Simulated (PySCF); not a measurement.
In(Br)(Me)(NH2) (CH5BrInN), SMILES [CH3][In]([NH2])[Br].

Geometry optimised at B3LYP-D3(BJ)/def2-SVP. The structure was generated by enumeration; whether it is a known compound was not checked. The def2 effective core potentials stand for the cores of In; spin–orbit coupling is left out. One conformer was computed; it need not be the lowest.

Computed with PBE0/def2-TZVP (PySCF).

The molecule is in vacuum.

Q: Estimate the frontier levels, gap, dipole moment and polarisability. (Estimate from the structure and the level; the computed values follow.)

A: 
The highest occupied level is -7.27 eV, the lowest empty level comes out as -1.18 eV and the orbital gap is 6.08 eV. The dipole moment is 3.65 D and the quadrupole, principal values (traceless, Buckingham form, about the centre of nuclear charge) is -4.57, 0.06, 4.51 D·Å. The mean static polarisability is 78.2 bohr³ (11.59 Å³) and the polarisability, principal values comes out as 56.3, 84.2, 94.0 bohr³.
